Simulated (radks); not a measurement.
Values are calculated unless marked as measured or tabulated.
Task: Isoelectronic series with 59 electrons, each ion in its NIST ground configuration. Level of theory: scalar-relativistic Kohn-Sham, PBE, spin-polarised, spherical densities, finite nucleus; open shells are filled with parallel spins first (spin-orbit coupling, left out, can overturn this in heavy ions); Fermi nuclear charge, rms radius of each element as measured or else 0.836 A^(1/3) + 0.57 fm (a radial shooting solver on a logarithmic mesh with Libxc functionals). Total energies (hartree) and orbital eigenvalues (hartree) (* marks an orbital that is empty in some or all of the ions):

ion,configuration,E (hartree),4f down*,4f up,5s down
Pr,[Xe] 4f3 6s2,-9236.9123,-0.00267,-0.06784,-1.40078
Pm2+,[Xe] 4f5,-10019.5089,-0.47813,-0.59889,-1.96854
Sm3+,[Xe] 4f5,-10425.1997,-1.10576,-1.24401,-2.56177
Eu4+,[Xe] 4f5,-10840.3858,-1.84761,-2.00036,-3.22677
Gd5+,[Kr] 4d10 4f6 5s2 5p5,-11264.8408,-2.44693,-2.64944,-3.82763
Tb6+,[Kr] 4d10 4f8 5s2 5p3,-11698.7786,-2.89174,-3.12487,-4.33990
Dy7+,[Kr] 4d10 4f9 5s2 5p2,-12142.7089,-3.61681,-3.80908,-5.07733
Ho8+,[Kr] 4d10 4f10 5s2 5p1,-12596.7896,-4.37906,-4.52754,-5.85116
Er9+,[Kr] 4d10 4f10 5s2 5p1,-13061.4029,-5.39113,-5.54744,-6.73515
Tm10+,[Kr] 4d10 4f11 5s2,-13535.8844,-6.24099,-6.34792,-7.58828
Yb11+,[Kr] 4d10 4f11 5s2,-14020.7156,-7.38386,-7.49629,-8.56977
Lu12+,[Kr] 4d10 4f11 5s2,-14515.6772,-8.60373,-8.72156,-9.60415
Hf13+,[Kr] 4d10 4f11 5s2,-15020.8864,-9.89844,-10.02158,-10.69063
Ta14+,[Kr] 4d10 4f11 5s2,-15536.3617,-11.26623,-11.39460,-11.82861
W15+,[Kr] 4d10 4f11 5s2,-16062.1959,-12.70566,-12.83919,-13.01774
Re16+,[Kr] 4d10 4f11 5s2,-16598.4961,-14.21554,-14.35417,-14.25783

Estimate the row of Nd+ ([Xe] 4f4 6s1).

Result: E (hartree) -9623.3522; 4f down* -0.21771; 4f up -0.31285; 5s down -1.65942.
